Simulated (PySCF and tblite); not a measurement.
Results of a calculation; reference values are marked as such.
3 regioisomers of C₉H₁₉NSSi₂:

| isomer | SMILES |
| --- | --- |
| A | [CH3:1][Si:2]([CH3:3])([CH3:4])[c:5]1[cH:6][n:7][c:8]([Si:9]([CH3:10])([CH3:11])[CH3:12])[s:13]1 |
| B | [CH3:1][Si:2]([CH3:3])([CH3:4])[c:5]1[n:6][cH:7][s:8][c:9]1[Si:10]([CH3:11])([CH3:12])[CH3:13] |
| C | [CH3:1][Si:2]([CH3:3])([CH3:4])[c:5]1[cH:6][s:7][c:8]([Si:9]([CH3:10])([CH3:11])[CH3:12])[n:13]1 |

Each isomer is a Boltzmann average at 298.15 K over at most 4 conformers: GFN2-xTB geometries, energies PBE0/6-31G* (D3(BJ) added where defined), GFN2-xTB thermal terms. Programs: PySCF with density fitting and tblite.

(1) Rank the isomers by free energy at 298.15 K.

The search found a single conformer for at least one isomer; other rotamers may be missing. At least one structure keeps an imaginary mode at the tight-binding level.

## Answers

(1) 
```
isomer  ΔG (kcal/mol)  ΔE, lowest conformer  conformers  largest weight %  rms dipole (D)
     A            0.0                   0.0           1               100            1.02
     C            3.6                   4.1           1               100            0.36
     B            4.8                   3.6           1               100            1.47
```
